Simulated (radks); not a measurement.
Results of a calculation; reference values are marked as such.
Removal energies from the platinum ion Pt8+, [Xe] 4f14 5d(3/2: 2, 5/2: 0), by Delta-SCF beside the eigenvalue of the level emptied. Level of theory: Dirac Kohn-Sham, PBE, spin-unpolarised, spherical densities, finite nucleus; Fermi nuclear charge, rms radius of each element as measured or else 0.836 A^(1/3) + 0.57 fm (a radial shooting solver on a logarithmic mesh with Libxc functionals). Sub-shells are occupied by j as written (lower j first in brackets).

removed from                                       final configuration  Delta-SCF (eV)  -eigenvalue (eV)
5d3/2                                     [Xe] 4f14 5d(3/2: 1, 5/2: 0)          126.75            117.88
5p3/2         [Kr] 4d10 4f14 5s2 5p(1/2: 2, 3/2: 3) 5d(3/2: 2, 5/2: 0)          180.51            170.35
5p1/2         [Kr] 4d10 4f14 5s2 5p(1/2: 1, 3/2: 4) 5d(3/2: 2, 5/2: 0)          197.97            187.18
4f7/2                       [Xe] 4f(5/2: 6, 7/2: 7) 5d(3/2: 2, 5/2: 0)          210.64            193.88
